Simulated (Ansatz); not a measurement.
A run on CH4N2Se (`N=C(N)[SeH]`) with other settings.

```yaml
crystal:
  periodic: [false, false, false]
  atoms:
    - {symbol: N, position_ang: [-0.529335, 1.082017, -0.692330]}
    - {symbol: C, position_ang: [-0.104561, 0.134444, 0.022700]}
    - {symbol: N, position_ang: [0.516050, 0.343897, 1.220334]}
    - {symbol: Se, position_ang: [-0.316246, -1.778328, -0.299451]}
    - {symbol: H, position_ang: [-1.085171, 0.773144, -1.479454]}
    - {symbol: H, position_ang: [0.701455, 1.313594, 1.428415]}
    - {symbol: H, position_ang: [1.225910, -0.310435, 1.500690]}
    - {symbol: H, position_ang: [-0.316102, -1.615333, -1.756702]}
basis:
  gaussian: {orbitals: def2-SVPD}
hamiltonian: {xc: {name: r2SCAN50}, dispersion: d4}
```

```sh
$ ansatz run in.yaml --threads 2 --pin off --events-out ev --progress --plain --max-ram 4352MiB
```

Output, abridged:

```
Functional definition: r2SCAN50
1394 factors; their error is unknown
mean field evaluation 1: about -69412.0801 eV, gradient 4.5e1 eV
mean field evaluation 2: about -69410.9557 eV, gradient 5.0e1 eV
mean field evaluation 4: about -69416.4135 eV, gradient 2.8e0 eV
mean field evaluation 8: about -69416.4271 eV, gradient 5.7e-2 eV
mean field evaluation 16: about -69416.8067 eV, gradient 5.2e-5 eV
mean field -69416.80673180 eV, -2551.0205949920 hartree, gradient 7.4e-6 eV, S^2 0.000000; 0 other end points of the search recorded, 0 dependent functions left out
reference -69416.80674461 eV, -2551.0205954629 hartree; 29, 29 occupied and 104, 104 virtual orbitals, 1394 factors
Total energy: -69416.85710093 eV, -2551.0224460233 hartree
```

Hardware: 2 threads of an Arm Neoverse V1 on a shared host. Wall time 5.5 s, peak host memory 0.28 GiB.
